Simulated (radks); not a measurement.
Results of a calculation; reference values are marked as such.
Species: Ge3+. Configuration: [Ar] 3d10 4s1.

Level of theory: scalar-relativistic Kohn-Sham, PBE, spin-polarised, spherical densities, point nucleus; open shells are filled with parallel spins first (a radial shooting solver on a logarithmic mesh with Libxc functionals).

Energy parts (hartree):
part                       energy
total                 -2096.72752
kinetic                2134.79022
electron-nucleus      -5017.32494
Hartree                 864.49763
exchange-correlation    -78.69043

Orbitals (lengths in bohr, moments of r in powers of bohr):
\begin{tabular}{lrrr}
orbital & occ. & eigenvalue (hartree) & <r^4> \\ \hline
1s up & 1 & -404.0890 & 0.00002275 \\
1s down & 1 & -404.0860 & 0.00002275 \\
2s up & 1 & -51.66324 & 0.004691 \\
2s down & 1 & -51.66199 & 0.004691 \\
2p up & 3 & -45.30488 & 0.003441 \\
2p down & 3 & -45.30332 & 0.003441 \\
3s up & 1 & -7.44291 & 0.3259 \\
3s down & 1 & -7.43843 & 0.3241 \\
3p up & 3 & -5.49998 & 0.4206 \\
3p down & 3 & -5.49436 & 0.4164 \\
3d up & 5 & -2.32284 & 1.057 \\
3d down & 5 & -2.31229 & 1.011 \\
4s up & 1 & -1.51287 & 22.50 \\
4s down & 0 & -1.45463 & 22.16 \\
4p up & 0 & -1.12934 & 41.76 \\
4p down & 0 & -1.06874 & 41.35 \\
4d up & 0 & -0.63283 & 172.7 \\
\end{tabular}

The highest occupied level is 4s up at -41.167 eV. Summed over all electrons, <r^2> = 14.71 bohr^2, which gives a Langevin (diamagnetic) susceptibility term of -11.7 x 10^-6 cm^3/mol.
